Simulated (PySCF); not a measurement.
SeHF, SMILES F[SeH]. Atoms are numbered in the order given.

```xyz
3

Se     0.0456    -0.3585     0.0000
H     -1.4236    -0.5179     0.0000
F     -0.0142     1.4118     0.0000
```
Charge 0, spin multiplicity 1.

Geometry: B3LYP-D3(BJ)/def2-TZVP.

The numbers are results of PBE0/pcSseg-2 (PySCF), not measurements.

GIAO shieldings, no solvent; atoms alike by connectivity are averaged. δ = σ(ref) − σ: ⁷⁷Se against Me2Se (σ = 1739.2 ppm); ¹H against TMS (σ = 31.54 ppm); ¹⁹F against CFCl3 (σ = 165.8 ppm), references at their B3LYP-D3(BJ)/def2-TZVP geometries, non-relativistic.

```
nucleus  atoms  count  δ (ppm)
-------  -----  -----  -------
⁷⁷Se       Se1      1   1949.8
¹H          H2      1    12.55
¹⁹F         F3      1   -533.9
```
